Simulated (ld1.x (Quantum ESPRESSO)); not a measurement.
**Which setting gave this result? (selenium, PAW)**

Base potential:

ld1.x (Quantum ESPRESSO) 7.5 input, shortened:

```
&input
   title='Se', zed=34., rel=1, dft='PBESOL', iswitch=3,
   config='[Ar] 3d10 4s2 4p4'
 /
 &inputp
   pseudotype=3, lpaw=.true., tm=.true., lloc=-1, rcloc=1.70,
   nlcc=.true., new_core_ps=.true.,
   which_augfun='PSQ', rmatch_augfun_nc=.true.
 /
6
4S  1  0   2.00   0.00  1.35  1.80  0.0
4S  1  0   0.00   0.40  1.35  1.80  0.0
4P  2  1   4.00   0.00  1.30  1.45  0.0
4P  2  1   0.00   0.85  1.30  1.45  0.0
3D  3  2  10.00   0.00  0.70  0.90  0.0
3D  3  2   0.00   1.45  0.70  0.90  0.0
 &test
   configts(1)='3d10 4s2 4p4'
 /
```

Cutoffs, loose and tight: the cutoffs (Ry, on a coarse ladder) from which the occupation-weighted sum of valence levels, in a spherical-Bessel basis at the reference potential, stays within 10 and 1 mRy of its value at 400 Ry. They do not see the model core or the augmentation charge, which bear on the density cutoff. Test errors are all-electron minus pseudo excitation energies from the reference, over the configurations 3d10 4s2 4p3; 3d10 4s2 4p2; 3d10 4s2 4p1; 3d10 4s1 4p5; 3d10 4s2 4p4.3; 3d10 4s1 4p4; 3d9 4s2 4p5; variants that change the core or the reference have their own tests. The largest error is taken over the tests solved by every variant that gives reliable tests at all, those not shown here included: 3d10 4s1 4p4; 3d10 4s1 4p5; 3d10 4s2 4p1; 3d10 4s2 4p2; 3d10 4s2 4p3; 3d10 4s2 4p4.3.

Only the d radius is moved (1 further runs of the sweep failed or gave no value and are left out):

| d radius (bohr) | cutoff, loose | cutoff, tight | bound ghosts | largest test error (meV) |
| --- | --- | --- | --- | --- |
| 0.72 | 300 Ry | over 300 Ry | none | -12 |
| 0.84 | 230 Ry | over 300 Ry | none | -12 |
| 1.1 | 140 Ry | 200 Ry | none | -12 |
| 1.18 | 110 Ry | 180 Ry | none | -12 |
| 1.3 | 80 Ry | 140 Ry | none | -12 |

One more run gave cutoff, loose: 180 Ry; cutoff, tight: 300 Ry; bound ghosts: none; largest test error (meV): -12. Which value of the d radius was used?

0.94 bohr. The loose cutoff moves one way along this sweep, from 300 Ry at 0.72 to 80 Ry at 1.3 bohr, which places the run between 0.84 and 1.1 bohr.
